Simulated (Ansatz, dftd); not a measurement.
System: CHBrCl2, charge 0, singlet. CHBrCl2 (bromo(dichloro)methane, SMILES ClC(Cl)Br).
B3LYP-D3(BJ)/def2-TZVP minimum from Ansatz (a quantum-chemistry and plane-wave program):
```xyz
5

Cl    -1.8413    -0.7036    -0.1103
C     -0.4533     0.2294     0.4683
Cl    -0.5119     1.9040    -0.1009
Br     1.2345    -0.6292    -0.0219
H     -0.4828     0.2405     1.5487
```

Property: atomisation energy (electronic, to ground-state atoms), in kcal/mol. UHF or UKS for unpaired electrons; spin-orbit terms are left out. Cores are frozen in correlated methods (noble-gas shells, and filled d and f shells in the p block). No relativity. CBS(X,Y): correlation extrapolated as X^-3, Hartree-Fock from the larger set. A bracket is a step between two methods taken in the basis named. Double hybrids freeze cores in their MP2 part. Where a partner has so few electrons that a lower coupled-cluster level is exact, that level stands in. Spin-orbit terms, left out, reach several kcal/mol for Br and I, and more for heavier atoms.

```
level                                                                      program  atomisation energy (kcal/mol)  difference against the last row
------------------------------------------------------------------  --------------  -----------------------------  -------------------------------
B3LYP-D3(BJ)/def2-TZVPD                                             Ansatz + dftd3                          327.3                             -4.7
B2PLYP-D3(BJ)/def2-TZVPD                                            Ansatz + dftd3                          326.6                             -5.4
B2PLYP/def2-TZVPD                                                           Ansatz                          323.1                             -8.9
CCSD(T)/def2-SVP                                                            Ansatz                          301.4                            -30.6
CCSDT(Q)/def2-SVP                                                           Ansatz                          301.8                            -30.2
CCSD(T)/CBS(def2-TZVPP,def2-QZVPP) + [CCSDT(Q) - CCSD(T)]/def2-SVP          Ansatz                          332.0                              0.0
```
